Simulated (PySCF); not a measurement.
Electronic absorption of C5H11PS

Species: C₅H₁₁PS.
SMILES: `C=C[P@](C)(=S)CC`

Method: TDDFT CAM-B3LYP/def2-SVPD, vertical, gas phase, core orbitals frozen in the response (PySCF 2.14.0, density-fitted response routines). The structure is a single GFN2-xTB conformer in the gas phase; no vibrational or solvent corrections. Torsions of this conformer, `[CH2:1]=[CH:2][P@:3]([CH3:4])(=[S:5])[CH2:6][CH3:7]`: C1–C2–P3–C4 128°, C2–P3–C6–C7 70°.

**Question.** List the vertical singlet excitations with oscillator strengths and describe the spectrum.

**Answer.** 

```tsv
state	λ (nm)	E (eV)	f	main configurations (H = HOMO, L = LUMO)
S1	240.6	5.15	0.0012	H-1→L (98%)
S2	235.6	5.26	0.0089	H→L (98%)
S3	206.3	6.01	0.050	H→L+1 (52%), H→L+5 (13%), H→L+2 (13%)
S4	203.5	6.09	0.046	H-1→L+1 (51%), H-1→L+2 (14%), H-1→L+5 (13%)
S5	190.4	6.51	0.012	H→L+1 (34%), H→L+5 (28%), H→L+2 (24%)
S6	187.2	6.62	0.0069	H-1→L+1 (36%), H-1→L+5 (30%), H-1→L+2 (18%)
S7	183.9	6.74	0.0075	H→L+6 (34%), H→L+4 (13%), H→L+11 (10%)
S8	179.7	6.90	0.027	H-1→L+6 (20%), H→L+7 (12%), H-1→L+4 (9%)
```

Triplets (Tamm–Dancoff): T1 4.39 eV, H-2→L (86%); T2 5.05 eV, H-1→L (96%); T3 5.16 eV, H→L (92%).

The lowest singlet lies at 5.15 eV (241 nm, ultraviolet) and is very weak; its leading configuration is HOMO-1→LUMO (98%). The strongest level in the table is S3 at 6.01 eV (206 nm, f = 0.050). Löwdin shares by element: HOMO sulfur 74%, phosphorus 14%, carbon 4% or more; LUMO carbon 65% or more, phosphorus 6%, hydrogen 6% or more (atoms not listed hold the other 23%). The listed states span 1.75 eV, and the widest gap between neighbours is 0.75 eV (S2 to S3). Orbital energies (eV): HOMO-3 -10.76, HOMO-2 -9.74, HOMO-1 -7.73, HOMO -7.65, LUMO 0.39, LUMO+1 1.02, LUMO+2 1.71. Of the 8 states listed, 4 reach f = 0.01 and none stays under 0.0005. The window holds the lowest 8 singlets.
